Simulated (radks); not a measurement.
Results of a calculation; reference values are marked as such.
All-electron atom: Bi II in [Xe] 4f13 5d10 6s1.5 6p3.5 (fractional occupations, a model configuration).

Code: a radial shooting solver on a logarithmic mesh with Libxc functionals. Model: non-relativistic Kohn-Sham, TPSS, spin-unpolarised, spherical densities, point nucleus; meta-GGA in the generalised Kohn-Sham scheme; relativity is left out, which matters for an element this heavy.

Energy parts (hartree):
part                       energy
total                 -20091.8666
kinetic                20087.3113
electron-nucleus      -47717.1810
Hartree                 7905.8964
exchange-correlation    -367.8933

Orbitals (lengths in bohr, moments of r in powers of bohr):
| orbital | occ. | eigenvalue (hartree) | <1/r> |
|---|---|---|---|
| 1s | 2 | -2980.448 | 82.46 |
| 2s | 2 | -504.6770 | 19.45 |
| 2p | 6 | -486.1238 | 19.49 |
| 3s | 2 | -122.0791 | 7.582 |
| 3p | 6 | -113.2527 | 7.536 |
| 3d | 10 | -96.83494 | 7.471 |
| 4s | 2 | -28.31620 | 3.363 |
| 4p | 6 | -24.41044 | 3.279 |
| 4d | 10 | -17.21573 | 3.110 |
| 4f | 13 | -7.47557 | 2.821 |
| 5s | 2 | -5.31926 | 1.464 |
| 5p | 6 | -3.96266 | 1.365 |
| 5d | 10 | -1.71537 | 1.127 |
| 6s | 1.5 | -0.77646 | 0.5552 |
| 6p | 3.5 | -0.48567 | 0.4673 |

The highest occupied level is 6p at -13.216 eV. Summed over all electrons, <r^2> = 67.97 bohr^2, which gives a Langevin (diamagnetic) susceptibility term of -53.8 x 10^-6 cm^3/mol. The density falls to 0.001 e/bohr^3 at r = 4.50 bohr.
